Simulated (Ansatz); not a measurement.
CBr4, charge -1, doublet, at the geometry of the source list (a state made from the parent by changing its charge; the spin is typed, not shown lowest) (a gas-phase anion, which may not be bound at this level); Ansatz (a first-principles code) with PBE0/3-21G.

The Ansatz input:
Ansatz 0.2 input:
```yaml
crystal:
  periodic: [false, false, false]
  atoms:
    - {symbol: Br, position_ang: [1.88530000, -0.43270000, -0.15840000]}
    - {symbol: C, position_ang: [-0.00000000, -0.00000000, -0.00000000]}
    - {symbol: Br, position_ang: [-0.26770000, 1.88070000, -0.39740000]}
    - {symbol: Br, position_ang: [-0.59920000, -0.37070000, 1.80840000]}
    - {symbol: Br, position_ang: [-1.01850000, -1.07720000, -1.25260000]}
basis:
  gaussian:
    orbitals: 3-21G.json
hamiltonian:
  xc: pbe0
total_charge: -1
magnetization: {spin_polarized: true, initial_magnetization: 1}
```
The basis file holds 3-21G in the JSON format of the Basis Set Exchange.

The log (banner, timings and long lists left out):

```
Functional definition: PBE0
899 factors; integrals over basis functions are off by at most 2.2e-4 eV
mean field evaluation 1: about -279833.5063 eV, gradient 1.7e1 eV
mean field evaluation 2: about -279829.6667 eV, gradient 3.4e1 eV
mean field evaluation 4: about -279835.3320 eV, gradient 3.2e-1 eV
mean field evaluation 8: about -279835.3438 eV, gradient 3.5e-3 eV
mean field -279835.34383416 eV, -10283.7592066967 hartree, gradient 1.2e-5 eV, S^2 0.750716; 0 other end points of the search recorded, 0 dependent functions left out
reference -279835.34385138 eV, -10283.7592073295 hartree; 74, 73 occupied and 27, 28 virtual orbitals, 899 factors
Total energy: -279835.34385138 eV, -10283.7592073295 hartree
```
